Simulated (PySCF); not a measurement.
# Al2Cl6: fields on a plane

All numbers come from r2SCAN/[Al def2-TZVP, Cl def2-TZVP], no relativity, density fitting, PySCF.

The singlet minimum has Al–Cl 2.078 Å (×4), Al–Cl 2.271 Å (×4); Al–Cl–Al 88.6° (×2), Cl–Al–Cl 91.4° (×2), Cl–Al–Cl 109.9° (×8), Cl–Al–Cl 121.7° (×2).

The plane holds Al1 at (0.00, 0.00), Al2 at (3.17, 0.00), Cl3 at (1.59, 1.63), Cl4 at (1.59, -1.63) Å. Columns run from x = -1.95 to 5.55 Å, rows from y = 4.05 (top) to -3.75 Å, in steps of 0.3 Å. Other isomers or separated fragments may lie lower.

Q: Give the electrostatic potential (V) (cut at 20 V). Lower edges of the bins (V): '0' 0.11, '1' 0.23, '2' 0.42, '3' 0.71, '4' 1.18, '5' 1.92, '6' 3.09, '7' 4.96, '8' 7.91, '9' 12.59; top 20.0.

A: 
```
00011111122222211111110000
00111122222222222211111000
01111222233333322222111000
01122223334444433322211100
01222333445666544333221100
11223344567888754433322100
12234445679999975444332110
12344555799999986555433210
13445666799999987665543210
23456777899999987777654310
24567899889999988988764310
24678999998999899999875320
35689999998878999999976420
35789999999778999999986420
35789999999778999999986420
35689999998878999999976420
24678999998999899999875320
24567899889999988988764310
23456777899999987777654310
13445666799999987665543210
12344555799999986555433210
12234445679999975444332110
11223344567888754433322100
01222333445666544333221100
01122223334444433322211100
01111222233333322222111000
00111122222222222211111000
```

Q: Give the electron localisation function (set to 0 where the density is under 0.005 e/Å³). Every second row and column.

A: 
```
0.00 0.00 0.00 0.00 0.00 0.00 0.00 0.00 0.00 0.00 0.00 0.00 0.00
0.00 0.00 0.00 0.00 0.00 0.20 0.28 0.16 0.00 0.00 0.00 0.00 0.00
0.00 0.00 0.00 0.00 0.36 0.72 0.80 0.67 0.26 0.00 0.00 0.00 0.00
0.00 0.00 0.00 0.08 0.64 0.87 0.72 0.85 0.53 0.04 0.00 0.00 0.00
0.00 0.01 0.02 0.12 0.75 0.28 0.30 0.74 0.66 0.07 0.02 0.01 0.00
0.01 0.05 0.08 0.08 0.73 0.86 0.43 0.88 0.55 0.06 0.08 0.04 0.01
0.03 0.10 0.04 0.71 0.10 0.60 0.60 0.47 0.35 0.54 0.08 0.08 0.02
0.03 0.11 0.03 0.77 0.68 0.18 0.19 0.10 0.85 0.87 0.05 0.09 0.02
0.02 0.08 0.08 0.03 0.15 0.84 0.80 0.83 0.06 0.03 0.10 0.06 0.01
0.01 0.03 0.05 0.13 0.79 0.59 0.73 0.83 0.69 0.08 0.05 0.02 0.00
0.00 0.00 0.01 0.10 0.71 0.65 0.39 0.82 0.61 0.05 0.01 0.00 0.00
0.00 0.00 0.00 0.06 0.53 0.84 0.89 0.80 0.41 0.03 0.00 0.00 0.00
0.00 0.00 0.00 0.00 0.17 0.48 0.59 0.42 0.11 0.00 0.00 0.00 0.00
0.00 0.00 0.00 0.00 0.00 0.00 0.00 0.00 0.00 0.00 0.00 0.00 0.00
```
